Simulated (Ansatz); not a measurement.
The cluster Si8P⁻, relaxed as a singlet with RKS r2SCAN-D4/def2-SVPD in Ansatz, starting from packed atoms. Force threshold 0.02 eV/Å.

The restricted singlet is unstable towards broken spin symmetry in Hartree–Fock (as tested in another run); at r2SCAN-D4/def2-SVPD this wasn't settled. Another isomer (singlet) lies 2.37 eV lower at PBE0-D4/def2-TZVPD; other spin states weren't run for this one.

Start:

```xyz
9

P     0.875   -1.190    1.561
Si   -0.712    2.394    0.311
Si   -0.180    0.614   -3.166
Si    0.627    1.072    1.416
Si   -2.433    1.344    2.240
Si    1.310    0.221   -1.602
Si    0.943   -1.902   -0.668
Si    0.360   -2.496   -2.803
Si   -0.790   -0.057    2.711
```

Task: Estimate the energy that the relaxation releases and the steps that it takes.

Result: 5.46 eV, in 17 steps; 88 s on 4 threads of Intel Xeon on a shared host. No frequencies were taken in this run, so the end may be a saddle point.

Task: Does the start keep its bonding?

Result: Bonds formed: Si2–Si6, Si2–Si9, Si3–Si8, Si4–Si6, Si4–Si7, Si6–Si8 (atoms count from 1).

Task: Predict the relaxed structure.

Result: 
```
atom    x (Å)    y (Å)    z (Å)
  P1   0.7885  -1.4594   1.8938
 Si2  -0.4605   2.0175   0.6136
 Si3  -0.2498   0.2834  -3.3140
 Si4   1.5602   0.5944   1.0178
 Si5  -2.5446   1.3684   1.5984
 Si6   0.4691   0.5542  -1.1897
 Si7   1.5420  -1.5848  -0.3295
 Si8  -0.1378  -1.6227  -1.9918
 Si9  -0.9671  -0.1509   1.7013
```
Bond lengths: 12 × Si–Si 2.19 to 2.56 Å; 3 × P–Si 2.20 to 2.36 Å.
